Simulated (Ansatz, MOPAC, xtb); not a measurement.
The molecule ZnN, multiplicity 4 (lowest of 2S+1 = 2, 4 at CCSD(T)/def2-TZVPP on PBE0 minima; our sources give no spin for the ground state, which may be another). No spin–orbit coupling. Zn is treated without relativity.

Constants: fifth-degree fit in 1/R to seven points, most abundant isotopes. In def2 and cc sets the state is the lowest found near the PBE0 minimum, followed along R.

Programs: Ansatz (Gaussian orbitals); MOPAC for AM1, PM3 (differences of heats of formation); xtb for the GFN methods. Values without a source in brackets are computed. The GFN methods have no spin term and hold the electronic entropy of 300 K.

```
level                                r_e (Å)  ω_e (cm⁻¹)  B_e (cm⁻¹)  α_e (cm⁻¹)  dipole (D)
-----------------------------------  -------  ----------  ----------  ----------  ----------
AM1                                    2.027         431       0.357      0.0056           -
PM3                                    1.952         545       0.385      0.0041           -
GFN1-xTB                               2.160         302       0.315      0.0016           -
GFN2-xTB                               2.044         331       0.351      0.0023           -
SVWN5/def2-TZVPP                       1.990         391       0.371      0.0062        1.02
PBE/def2-TZVPP                         2.046         353       0.350      0.0065        1.16
r2SCAN/def2-TZVPP                      2.024         365       0.358      0.0070        1.20
B97M-V/def2-TZVPP                      2.088         299       0.337      0.0090        1.06
B3LYP/def2-TZVPP                       2.089         308       0.336      0.0085        1.26
PBE0/def2-TZVPP                        2.040         353       0.353      0.0078        1.35
BHLYP/def2-TZVPP                       2.093         278       0.335       0.013        1.35
CAM-B3LYP/def2-TZVPP                   2.036         350       0.354      0.0084        1.42
wB97X-V/def2-TZVPP                     2.024         369       0.358      0.0081        1.51
wB97M-V/def2-TZVPP                     2.052         328       0.348      0.0097        1.29
B2PLYP/def2-TZVPP                      2.054         331       0.348      0.0095           -
CCSD/def2-TZVPP                        2.108         241       0.330       0.018           -
CCSD/def2-QZVPP                        2.062         291       0.345       0.013           -
CCSD(T)/def2-TZVPP                     2.082         278       0.339       0.014           -
CCSD(T)/def2-QZVPP                     2.049         315       0.350       0.012           -
CCSD(T)/CBS(def2-TZVPP, def2-QZVPP)    2.046         311       0.350       0.011           -
```

Correlated levels freeze the inner cores; with def2 sets outer-core shells near the valence are correlated too. CBS: X⁻³ extrapolation of the correlation energy, Hartree–Fock from the larger set. The state that AM1, PM3 reach isn't checked.

Ansatz is a first-principles code.
